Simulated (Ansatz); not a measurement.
`[NH2][Al]([F])[Cl]` → Al• + Cl• + F• + 2 H• + N•  (atomization)

Computed with Ansatz on PBE0-D4/def2-TZVP structures; ΔE is electronic, products minus reactants. CCSD(T)/CBS adds triple-zeta CCSD(T) − MP2 to the extrapolated MP2 energy (def2 sets, frozen cores). This one scheme is used for every species, atoms too. Functionals use def2-TZVPP. No spin–orbit coupling; open shells (•) take unrestricted orbitals. Spin–orbit coupling would lower the free atoms: a little for Al, Cl, F. One conformer a species, not always the lowest.

CCSD(T)/CBS gives +2207.5 kJ/mol.

**Question.** Another level gave +2192.5 kJ/mol. Which?
A. r2SCANh/def2-TZVPP
B. LDA (SPW92)/def2-TZVPP
C. r2SCAN0-D4/def2-TZVPP
D. r2SCAN/def2-TZVPP

**Answer.** D. r2SCAN 2192.5, LDA (SPW92) 2481.9, r2SCAN0-D4 2145.4, r2SCANh 2172.1 kJ/mol.

Largest T1 diagnostic among the species: 0.018.

From r2SCAN to r2SCAN0 (25 % exact exchange), in def2-TZVPP and without D4, ΔE moves by −50.2 kJ/mol: exact exchange takes away binding that semilocal exchange gives to molecules. The D4 term adds +17.9 kJ/mol with B3LYP and +9.3 kJ/mol with PBE0; it sums over pairs of atoms, weighted by their polarisabilities, and B3LYP, whose exchange is more repulsive, gets the larger term. Leaving LDA and LC-ωPBE aside and taking each functional with its dispersion term where it has one, the values, not all of them listed here, spread over 107.8 kJ/mol, from BHLYP-D4 to PBE-D4. LDA lies +277.2 kJ/mol from PBE without D4, its usual overbinding.

B3LYP here is the variant with VWN-RPA as its local correlation; programs differ in this.

For atomizations the MP2-based limit and the directly extrapolated one differ by several kJ/mol either way, and by 10 to 25 for some Ge, Se and Sn compounds, so smaller differences from it don't rank the levels.
